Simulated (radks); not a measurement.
The numbers below are computed, except where a source is named.
Problem. Mean orbital radii <r> (bohr) of neutral terbium, [Xe] 4f9 6s2, of relativity; Dirac values are averaged over j with weights 2j + 1. Spin-unpolarised spherical Kohn-Sham, PBE, point nucleus unless stated (finite: rms radius 5.06 fm), a radial shooting solver on a logarithmic mesh with Libxc functionals. A level marked "c x" has the speed of light scaled by that factor and shares open shells by 2j + 1; other Dirac levels either fill j = l - 1/2 first or share by 2j + 1.

shell  non-rel.
2s      0.09925
2p      0.08415
3s       0.2557
3p       0.2455
3d       0.2176
4s       0.5771
4p       0.5905
4d       0.6248
5s        1.426
5p        1.620
4f       0.8544
6s        4.439

Give the values at the level "Dirac, 2j+1 shares, finite nucleus".

Solution. 
shell  Dirac, 2j+1 shares, finite nucleus  change of magnitude (%)
2s                                0.09096                    -8.36
2p                                0.08053                    -4.31
3s                                 0.2389                    -6.57
3p                                 0.2374                    -3.30
3d                                 0.2165                    -0.47
4s                                 0.5414                    -6.19
4p                                 0.5728                    -2.99
4d                                 0.6240                    -0.13
5s                                  1.328                    -6.91
5p                                  1.572                    -2.96
4f                                 0.9115                    +6.68
6s                                  4.165                    -6.19
